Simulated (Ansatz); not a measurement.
# Two structures, one formula

The two ends of one reaction step of Si$_{3}$N$_{2}$H$_{9}$ClF, doublet (PBE0-D4/def2-TZVP).

A:

```xyz
16
angstrom
Si 0.8161 1.2143 0.8610
N 1.4401 -0.6133 -0.2142
Si 0.8378 -0.5489 -1.8880
N -0.8268 0.9318 0.3770
Si -1.8719 -0.3700 0.8282
Cl 0.7323 3.2059 1.6032
H 1.0860 -1.4039 0.3187
F 1.0914 0.3668 2.2091
H 2.4510 -0.6212 -0.1371
H -0.5035 -1.1694 -1.9030
H 0.8137 0.8687 -2.3074
H 1.7589 -1.3136 -2.7683
H -1.3085 1.8015 0.1864
H -1.0624 -1.6193 0.8553
H -2.5047 -0.2082 2.1639
H -2.9494 -0.5211 -0.1849
```

B:

```xyz
16
angstrom
Si 0.5058 1.6048 0.1086
N 1.4768 0.2171 -0.3059
Si 1.1327 -0.7120 -1.7665
N -1.1294 1.1268 0.0073
Si -2.0522 -0.0293 0.9508
Cl 1.1152 2.1700 1.9964
H 1.1431 -0.9564 0.9566
F 0.8861 -1.6166 1.5857
H 2.4677 0.3494 -0.1325
H -0.0101 -1.6153 -1.5134
H 0.8113 0.1827 -2.9088
H 2.3601 -1.4859 -2.0722
H -1.7068 1.7658 -0.5210
H -1.9698 -1.3912 0.3709
H -1.5676 -0.0457 2.3486
H -3.4628 0.4359 0.8952
```

Program: Ansatz 0.2.0. Basis: def2-TZVPP. Cores are frozen in the correlated methods; orbitals are unrestricted. B3LYP uses VWN-RPA correlation.

Problem. Which structure is lower at CCSD(T), and by how much? (An estimate is asked for; the value comes from the calculation.)

Solution. Computed: A, by 15.02 kcal/mol (electronic energy, against the other). By their contacts, A is Si₃N₂H₉ClF ([F][Si]([Cl])([NH][SiH3])[NH2][SiH3]) and B is a complex of Si₃N₂H₈Cl ([SiH3][NH][Si]([Cl])[NH][SiH3]) + HF.

All methods give the same order:

| method | E(B) − E(A) (kcal/mol) |
| --- | --- |
| SPW92 | 17.98 |
| PBE-D4 | 15.54 |
| BLYP-D4 | 15.21 |
| r2SCAN-D4 | 17.47 |
| B97M-V | 18.88 |
| PBE0-D4 | 15.75 |
| B3LYP-D4 | 15.47 |
| r2SCAN0-D4 | 17.31 |
| BHLYP-D4 | 16.11 |
| CAM-B3LYP-D4 | 16.02 |
| wB97X-V | 16.56 |
| wB97M-V | 17.20 |
| B2PLYP | 15.25 |
| PBE-QIDH | 15.71 |
| RPA on PBE | 14.92 |
| HF | 14.34 |
| MP2 | 14.12 |
| CCSD | 15.07 |
| CCSD(T) | 15.02 |

The T1 diagnostic stays at or below 0.013. ⟨S²⟩ of the unrestricted Hartree–Fock references: 0.75 to 0.76 (a pure state has 0.75).

Labels in which every atom is bracketed show which atoms are joined, not bond orders.

For scale, one of the runs: CCSD(T)/def2-TZVPP, 387 basis functions, launched by `ansatz run in.yaml --threads 5 --pin off --events-out ev --progress --plain --max-ram 66560MiB --backend cuda --devices 0, --max-vram 37GiB`. Time: 71 s of wall clock on 5 CPU threads of an AMD EPYC 7R13 and a share of one NVIDIA H100; the host was shared. Peak host memory: 1.7 GiB.
